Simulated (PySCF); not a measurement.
Bonds: Si1-N2 1.732 Å, Si1-N5 1.732 Å, Si1-C8 1.856 Å, Si1-C12 1.856 Å, N2-C3 1.195 Å, C3-S4 1.574 Å, N5-C6 1.195 Å, C6-S7 1.574 Å. C8 carries H9, H10, H11; C12 carries H13, H14, H15.

No relativistic terms, gas phase, rapidly exchanging positions averaged, one conformer. NMR shieldings at PBE0/pcSseg-1/GIAO; structure optimised with PBE0-D3(BJ)/def2-SVP; PySCF 2.14.

Scale: $^{13}$C and $^{1}$H and $^{29}$Si vs TMS; $^{15}$N vs NH3; $^{33}$S against CS2 (reference shieldings calculated alike).

```json
{"atoms": "H9/H10/H11/H13/H14/H15", "nucleus": "$^{1}$H", "count": "6", "δ (ppm)": "?"}
{"atoms": "C8/C12", "nucleus": "$^{13}$C", "count": "2", "δ (ppm)": "1.7"}
{"atoms": "S4/S7", "nucleus": "$^{33}$S", "count": "2", "δ (ppm)": "-225"}
{"atoms": "C3/C6", "nucleus": "$^{13}$C", "count": "2", "δ (ppm)": "?"}
{"atoms": "N2/N5", "nucleus": "$^{15}$N", "count": "2", "δ (ppm)": "126.7"}
{"atoms": "Si1", "nucleus": "$^{29}$Si", "count": "1", "δ (ppm)": "-34.6"}
```

Fill in the missing shifts.

Results:


- C3/C6: 149.4 ppm, carbon bonded to N, S
- H9/H10/H11/H13/H14/H15: 0.33 ppm, hydrogen on a carbon bonded to Si

Shifts are as computed. Against solution values, carbons near 30 ppm lie about +2 ppm off and those near 130 ppm about +5 ppm. Of 1211 compounds with measured shifts, 218 miss one by over three times the rms of a fit or turn the order of signals round; such compounds aren't used in these exercises. Experimental scales use liquid or dissolved standards, which lie at an offset from isolated NH3 (liquid NH3: subtract about 20 ppm).
